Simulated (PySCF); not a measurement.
Exercise with solution: chemical shift, span and skew from a shielding tensor

B(F)(vinyl)(OH) (C2H4BFO), SMILES C=CB(O)F. Atoms are numbered in the order given.

```xyz
9

B      0.2462     0.2550     0.4089
F      1.3897     0.3926     1.0753
C      0.1962    -0.7384    -0.7997
C     -0.8940    -0.9722    -1.5398
H      1.1156    -1.2790    -1.0554
H     -0.9000    -1.6742    -2.3800
H     -1.8518    -0.4715    -1.3463
O     -0.7901     1.0011     0.8452
H     -1.5939     0.8713     0.3341
```

Geometry: PBE0-D3(BJ)/def2-SVP. One conformer was computed; it need not be the lowest.

GIAO shieldings from KT2/pcSseg-1 (PySCF), non-relativistic, no solvent. The symmetric part of the tensor of C3 has the principal values -50.3, 47.0, 168.3 ppm. The same nucleus in TMS has σ = 185.1 ppm at this level (PySCF, at its B3LYP-D3(BJ)/def2-TZVP geometry).

### Question
Work out the isotropic shielding, the ¹³C shift against TMS, the span and the skew.

### Answer

σ(iso) = (σ11 + σ22 + σ33)/3 = 55.0 ppm. δ = σ(ref) − σ(iso) = 185.1 − (55.0) = 130.1 ppm.
Span Ω = σ33 − σ11 = 218.6 ppm. Skew κ = 3(σ(iso) − σ22)/Ω = 0.11. Tumbling in solution averages the tensor to δ; in a static solid the shielding alone would spread this spin-1/2 line over Ω.
